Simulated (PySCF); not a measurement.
# Os: excitation energy

Os [Xe] 4f14 5d6 6s2 (5D) → Os [Xe] 4f14 5d8 (3F), as a difference of total energies. Calculation: PySCF 2.14, in aug-cc-pwCVDZ-PP with ECP60MDF (6s6p5d3f, 70 functions); a scalar-relativistic core potential. Correlated levels: valence: 5s2 5p6 frozen. The calculations carry no spin-orbit coupling.

```tsv
method	excitation energy (cm⁻¹)
UHF	32553
MP2 (valence)	26352
SCS-MP2 (valence)	24073
CCSD (valence)	27643
CCSD(T) (valence)	25811
```
